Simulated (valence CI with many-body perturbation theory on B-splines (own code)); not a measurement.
**Nd XXXVIII: M1 decay**

Method: configuration interaction combined with many-body perturbation theory (CI+MBPT): five valence electrons over a frozen Dirac-Fock core [Ar], radial functions for each j: 7 s, 7 p, 8 d, 6 f, 4 g, 1 h, with the one-electron correlation potential Σ1, the two-electron term Σ2, the three-electron term Σ3, Breit, model QED; selected CI, second order for the rest, scaled by the run's own slope (own B-spline code, finite nucleus).

No measured spectrum was set against this ion. As an estimate, large intervals hold to a few tenths of a per cent, small ones and those within an open d or f shell to about a per cent. Only levels of the ground parity were solved; by the run's estimate the other parity begins above the list, which can be wrong where configurations are misplaced.

Lines 51 to 100 of 120 in falling wavelength, among levels below 118.49 eV, chosen from the decays that carry over 1 % of a level's rate. Wavelengths and rates use the calculated energies. S is in atomic units (e²a₀⁴ for E2 and M2, e²a₀⁶ for E3), for M1 in squared Bohr magnetons. Weak lines are less certain than strong ones. Lines between different terms over intervals too small for the method are left out, as are lines whose strength nearly cancels.

Levels are named by their leading jj configuration (3d3/2^4 stands for four electrons in 3d with j = 3/2), which in mixed levels can hold well under half, so a name can repeat and another be missing. Letters in brackets count levels of one name in rising energy.

```
λ vac (nm)                        Upper                        Lower  Type   A (s⁻¹)  S (a.u.)
     51.05    (3d3/2 3d5/2^4) J=7/2 [a]  (3d3/2^2 3d5/2^3) J=5/2 [b]    M1  5.97e+04  2.36e+00
     50.83  (3d3/2^2 3d5/2^3) J=7/2 [b]  (3d3/2^3 3d5/2^2) J=7/2 [b]    M1  1.70e+04  6.60e-01
     50.30  (3d3/2^2 3d5/2^3) J=9/2 [a]  (3d3/2^3 3d5/2^2) J=7/2 [a]    M1  5.35e+04  2.52e+00
     49.75    (3d3/2 3d5/2^4) J=5/2 [a]  (3d3/2^2 3d5/2^3) J=7/2 [a]    M1  9.71e+04  2.66e+00
     48.60  (3d3/2^2 3d5/2^3) J=5/2 [c]  (3d3/2^3 3d5/2^2) J=7/2 [b]    M1  6.27e+04  1.60e+00
     48.58  (3d3/2^2 3d5/2^3) J=1/2 [a]  (3d3/2^3 3d5/2^2) J=3/2 [a]    M1  1.07e+05  9.13e-01
     48.41     (3d3/2^2 3d5/2^3) J=13/2     (3d3/2^3 3d5/2^2) J=11/2    M1  2.06e+04  1.21e+00
     46.81  (3d3/2^2 3d5/2^3) J=5/2 [a]  (3d3/2^3 3d5/2^2) J=5/2 [a]    M1  2.55e+05  5.82e+00
     46.43  (3d3/2^2 3d5/2^3) J=3/2 [a]  (3d3/2^3 3d5/2^2) J=3/2 [a]    M1  1.52e+05  2.25e+00
     46.20  (3d3/2^3 3d5/2^2) J=7/2 [a]        (3d3/2^4 3d5/2) J=5/2    M1  5.55e+04  1.62e+00
     45.58    (3d3/2 3d5/2^4) J=3/2 [a]  (3d3/2^2 3d5/2^3) J=5/2 [b]    M1  6.18e+04  8.68e-01
     44.71  (3d3/2^3 3d5/2^2) J=3/2 [a]        (3d3/2^4 3d5/2) J=5/2    M1  1.86e+05  2.47e+00
     43.97       (3d3/2 3d5/2^4) J=11/2     (3d3/2^2 3d5/2^3) J=13/2    M1  4.62e+04  1.75e+00
     43.74  (3d3/2^2 3d5/2^3) J=5/2 [b]  (3d3/2^3 3d5/2^2) J=3/2 [a]    M1  2.32e+04  4.32e-01
     43.38  (3d3/2^3 3d5/2^2) J=3/2 [b]  (3d3/2^3 3d5/2^2) J=5/2 [a]    M1  8.84e+03  1.07e-01
     43.03  (3d3/2^2 3d5/2^3) J=9/2 [b]      (3d3/2^3 3d5/2^2) J=9/2    M1  1.33e+05  3.93e+00
     42.98    (3d3/2 3d5/2^4) J=3/2 [a]  (3d3/2^2 3d5/2^3) J=3/2 [a]    M1  1.74e+05  2.04e+00
     42.94    (3d3/2 3d5/2^4) J=7/2 [a]  (3d3/2^2 3d5/2^3) J=9/2 [a]    M1  1.36e+05  3.20e+00
     42.60  (3d3/2^2 3d5/2^3) J=7/2 [b]  (3d3/2^3 3d5/2^2) J=5/2 [b]    M1  2.75e+03  6.30e-02
     42.41  (3d3/2^2 3d5/2^3) J=5/2 [b]  (3d3/2^3 3d5/2^2) J=7/2 [a]    M1  4.93e+04  8.37e-01
     42.06  (3d3/2^2 3d5/2^3) J=5/2 [d]  (3d3/2^2 3d5/2^3) J=5/2 [b]    M1  6.54e+04  1.08e+00
     41.53    (3d3/2 3d5/2^4) J=5/2 [a]  (3d3/2^2 3d5/2^3) J=5/2 [a]    M1  3.47e+05  5.52e+00
     41.29    (3d3/2 3d5/2^4) J=3/2 [a]  (3d3/2^2 3d5/2^3) J=1/2 [a]    M1  1.51e+05  1.58e+00
     40.98  (3d3/2^2 3d5/2^3) J=7/2 [c]  (3d3/2^3 3d5/2^2) J=7/2 [b]    M1  5.41e+04  1.10e+00
     40.75       (3d3/2 3d5/2^4) J=11/2  (3d3/2^2 3d5/2^3) J=9/2 [a]    M1  5.34e+04  1.61e+00
     40.42  (3d3/2^2 3d5/2^3) J=7/2 [b]      (3d3/2^3 3d5/2^2) J=9/2    M1  3.46e+04  6.78e-01
     39.93  (3d3/2^2 3d5/2^3) J=3/2 [b]      (3d3/2^3 3d5/2^2) J=1/2    M1  1.79e+04  1.69e-01
     39.49    (3d3/2 3d5/2^4) J=7/2 [a]  (3d3/2^2 3d5/2^3) J=7/2 [a]    M1  1.16e+05  2.11e+00
     39.46  (3d3/2^2 3d5/2^3) J=7/2 [a]  (3d3/2^3 3d5/2^2) J=5/2 [a]    M1  2.97e+04  5.40e-01
     38.76  (3d3/2^2 3d5/2^3) J=9/2 [b]     (3d3/2^3 3d5/2^2) J=11/2    M1  4.89e+04  1.05e+00
     38.58       (3d3/2 3d5/2^4) J=11/2     (3d3/2^2 3d5/2^3) J=11/2    M1  1.96e+05  4.99e+00
     38.31  (3d3/2^2 3d5/2^3) J=3/2 [b]  (3d3/2^3 3d5/2^2) J=5/2 [b]    M1  2.42e+04  2.02e-01
     37.27  (3d3/2^2 3d5/2^3) J=9/2 [b]  (3d3/2^3 3d5/2^2) J=7/2 [a]    M1  3.89e+04  7.47e-01
     36.36  (3d3/2^2 3d5/2^3) J=1/2 [b]      (3d3/2^3 3d5/2^2) J=1/2    M1  6.47e+04  2.30e-01
     35.46  (3d3/2^2 3d5/2^3) J=7/2 [c]  (3d3/2^3 3d5/2^2) J=5/2 [b]    M1  2.68e+04  3.55e-01
     35.30  (3d3/2^2 3d5/2^3) J=7/2 [b]  (3d3/2^3 3d5/2^2) J=7/2 [a]    M1  2.83e+03  3.69e-02
     35.07  (3d3/2^2 3d5/2^3) J=5/2 [c]  (3d3/2^3 3d5/2^2) J=3/2 [a]    M1  3.84e+04  3.69e-01
     34.21  (3d3/2^2 3d5/2^3) J=5/2 [c]  (3d3/2^3 3d5/2^2) J=7/2 [a]    M1  9.38e+04  8.36e-01
     34.15  (3d3/2^2 3d5/2^3) J=9/2 [c]  (3d3/2^3 3d5/2^2) J=7/2 [b]    M1  5.68e+04  8.38e-01
     34.13    (3d3/2 3d5/2^4) J=5/2 [a]  (3d3/2^3 3d5/2^2) J=7/2 [b]    M1  5.60e+03  4.96e-02
     34.13    (3d3/2 3d5/2^4) J=7/2 [a]  (3d3/2^2 3d5/2^3) J=5/2 [a]    M1  1.58e+04  1.86e-01
     33.93  (3d3/2^2 3d5/2^3) J=7/2 [c]      (3d3/2^3 3d5/2^2) J=9/2    M1  5.86e+04  6.79e-01
     33.89  (3d3/2^2 3d5/2^3) J=5/2 [d]  (3d3/2^2 3d5/2^3) J=7/2 [a]    M1  3.13e+04  2.71e-01
     33.61  (3d3/2^2 3d5/2^3) J=3/2 [a]  (3d3/2^3 3d5/2^2) J=5/2 [a]    M1  1.16e+05  6.53e-01
     33.07  (3d3/2^2 3d5/2^3) J=3/2 [b]  (3d3/2^3 3d5/2^2) J=3/2 [a]    M1  3.00e+04  1.61e-01
     33.00  (3d3/2^3 3d5/2^2) J=7/2 [b]        (3d3/2^4 3d5/2) J=5/2    M1  7.78e+03  8.29e-02
     31.59    (3d3/2 3d5/2^4) J=3/2 [a]  (3d3/2^2 3d5/2^3) J=5/2 [a]    M1  3.93e+04  1.84e-01
     31.45  (3d3/2^2 3d5/2^3) J=5/2 [d]  (3d3/2^3 3d5/2^2) J=3/2 [b]    M1  4.73e+04  3.27e-01
     30.58  (3d3/2^2 3d5/2^3) J=1/2 [b]  (3d3/2^3 3d5/2^2) J=3/2 [a]    M1  1.50e+05  3.17e-01
     30.22    (3d3/2 3d5/2^4) J=5/2 [a]  (3d3/2^3 3d5/2^2) J=5/2 [b]    M1  5.56e+04  3.41e-01
```
